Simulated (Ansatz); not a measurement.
Geometry optimisation, Ansatz, RKS BHLYP-D4/def2-SVP.

The input (input.yaml):

```yaml
crystal:
  periodic: [false, false, false]
  atoms:
    - { symbol: "N", position_ang: [-0.76178, 0.89772, 0.8266] }
    - { symbol: Si, position_ang: [-0.25593, -0.66166, 0.41643] }
    - { symbol: O, position_ang: [0.66464, -1.16155, -0.66492] }
    - { symbol: C, position_ang: [-1.13837, -1.79292, 1.68584] }
    - { symbol: O, position_ang: [-1.87658, -1.40351, 2.55434] }
    - { symbol: H, position_ang: [-1.39019, 1.11053, 1.58266] }
    - { symbol: H, position_ang: [-0.45169, 1.71238, 0.32069] }
    - { symbol: H, position_ang: [-0.93379, -2.87931, 1.5866] }
basis:
  gaussian: { orbitals: def2-SVP }
hamiltonian:
  xc: { name: BHLYP }
  dispersion: d4
relax:
  f_tol: 0.015
  max_steps: 40
```

Launched with:

```bash
$ ansatz run input.yaml --threads 1 --pin off --max-ram 2048MiB --backend cpu --events-out ev --progress --plain --runs-dir out
```

Question: Where does it end, and by what steps?

Answer: It converged. After 7 steps the energy has fallen by 0.051 eV; O5 moved furthest, 0.13 Å.

```
step  energy less start (eV)  largest force component (eV/Å)  accepted
   0                  0.0000                           0.939       yes
   1                 -0.0374                           0.424       yes
   2                 -0.0482                           0.144       yes
   3                 -0.0491                           0.100       yes
   4                 -0.0502                           0.067       yes
   5                 -0.0505                           0.016       yes
   6                 -0.0506                           0.020       yes
   7                 -0.0506                           0.002       yes
```

```xyz
8
Properties=species:S:1:pos:R:3
N -0.756 0.870 0.823
Si -0.247 -0.663 0.406
O 0.685 -1.126 -0.695
C -1.130 -1.793 1.676
O -1.844 -1.292 2.497
H -1.389 1.000 1.597
H -0.482 1.718 0.358
H -0.980 -2.892 1.646
```

Whether the end is a true minimum wasn't checked by a vibrational analysis.

Run time: 35 s on 1 thread of Arm Neoverse V1, with other jobs on the host, peak memory 0.17 GiB.
